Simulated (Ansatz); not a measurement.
Species: trichloro(fluoro)silane, sum formula SiCl₃F (charge 0, singlet). SMILES: F[Si](Cl)(Cl)Cl
Geometry from a B3LYP-D3(BJ)/def2-TZVP (Ansatz, a first-principles code) optimisation:
```xyz
5

Si    -0.0053    -0.0172     0.2458
F     -0.0394    -0.1275     1.8223
Cl     1.7954    -0.6816    -0.4000
Cl    -0.2722     1.9249    -0.2624
Cl    -1.4979    -1.1616    -0.5048
```
Charge 0, spin multiplicity 1.

Wanted: atomisation energy (electronic, to ground-state atoms), in kcal/mol. Correlated levels leave the core frozen unless marked. UHF or UKS for open shells. Spin-orbit coupling is left out. No relativistic terms. The coupled-cluster limit lacks core correlation, which all-electron functionals hold. Basis-set limits of correlation are two-point, X^-3; Hartree-Fock from the larger set (for Q and 5 zeta extrapolated as (X+1)exp(-9√X)).

| level | program | atomisation energy (kcal/mol) |
|---|---|---|
| HF/aug-cc-pV(T+d)Z | Ansatz | 319.3 |

**Question.** Estimate the value at CCSD(T)/CBS(cc-pV(Q+d)Z,cc-pV(5+d)Z) as computed with Ansatz.

**Answer.** 436.7 kcal/mol, so HF/aug-cc-pV(T+d)Z differs from it by -117.4 kcal/mol.
